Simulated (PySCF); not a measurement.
BeGe and its ions

UHF-SCS-MP2; Be pcseg-1, Ge pcseg-1; no relativity (PySCF 2.14). Neutral (UHF): triplet (π ↑↑), Re = 2.202 Å, ωe = 498 cm⁻¹, De = 0.75 eV.

BeGe⁺ (UHF): doublet (π ↑), Re = 2.425 Å, ωe = 351 cm⁻¹, De = 1.37 eV to Be + Ge⁺. The energies at the minima are -2089.71713 hartree for BeGe and -2089.45695 for BeGe⁺.

**Question.** Work out the adiabatic ionisation energy, without and with harmonic zero-point energies (1 hartree = 27.2114 eV, 1 eV = 8065.5 cm⁻¹), and the change of the bond length.

**Answer.** At UHF-SCS-MP2: 0.26018 hartree = 7.080 eV between the minima; the zero-point term (351.0 − 498.0)/2 cm⁻¹ = -0.009 eV makes it 7.071 eV. Re changes by +22.3 pm against the neutral. The electron leaves a π orbital, and the longer bond of the ion fits a bonding orbital, or a change in how ionic the bond is.

Correlated steps freeze 9 core orbitals. Correlated levels converge slowly with the basis: in double zeta they bind strong bonds too weakly, by up to about 1 eV, and carry superposition errors of some tenths. Spin–orbit coupling is left out. For an ion De counts to the pair picked by the measured ionisation energies or electron affinities, which need not be the lowest pair at this level. States were picked by a PBE0 search and need not be the measured ground states.
